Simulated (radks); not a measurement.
Results of a calculation; reference values are marked as such.
Numerical settings for the neodymium ion Nd+, [Xe] 4f4 6s1. Code: a radial shooting solver on a logarithmic mesh with Libxc functionals. Model: scalar-relativistic Kohn-Sham, r2SCAN, spin-polarised, spherical densities, finite nucleus; open shells are filled with parallel spins first (spin-orbit coupling, left out, can overturn this in heavy ions); meta-GGA in the generalised Kohn-Sham scheme; Fermi nuclear charge, rms radius 4.9123 fm. The defaults (mesh step 0.008 in ln r, mesh end at 40 bohr or more with all orbitals vanishing there, Anderson mixing 0.5 over 9 steps, residual threshold near 1e-9 with the energy settled to 1e-9 hartree or 1e-11 of itself, here a cap of 58 iterations) give E = -9624.456 hartree and 4f at -8.401 eV in 13 iterations. Times are rough (one thread of a shared host). Changes against that run (0 stands for a change within the tolerance of the run):

setting                    iterations         converged  E (mhartree)  e(4f) (meV)  CPU (s)
mesh step in ln r 0.03             11               yes        -0.202      -0.0486     0.06
mesh step in ln r 0.08              3                no      diverged            -     0.02
mesh step in ln r 0.05             12               yes         +11.7       +0.219     0.05
mesh end (bohr) 3                  11  level above zero     +2.49e+03     +1.5e+04     0.17
mesh end (bohr) 12                 13               yes        +0.033        +2.86     0.22
residual threshold 0.001           11               yes             0      -0.0765      0.2
residual threshold 1e-05           11               yes             0      -0.0765      0.2
mixing 2.5                          6                no      diverged            -     0.22
linear mixing, mixing 0.2          58                no      +0.00196       +0.129     0.82
linear mixing, mixing 0.8          58                no     +1.12e+04    +7.13e+03      1.6
mixing history 20                  12               yes             0      -0.0078     0.22
iteration cap 2                     2                no          +628    -1.12e+04     0.06

Settled on a wrong energy, with an occupied level pushed above zero by the early mesh end: mesh end (bohr) 3 (+2.49 hartree). Apart from these: settings that end as converged yet miss the energy by more than 1 mhartree: mesh step in ln r 0.05 (+0.0117 hartree). A mesh that ends early acts as a hard wall.
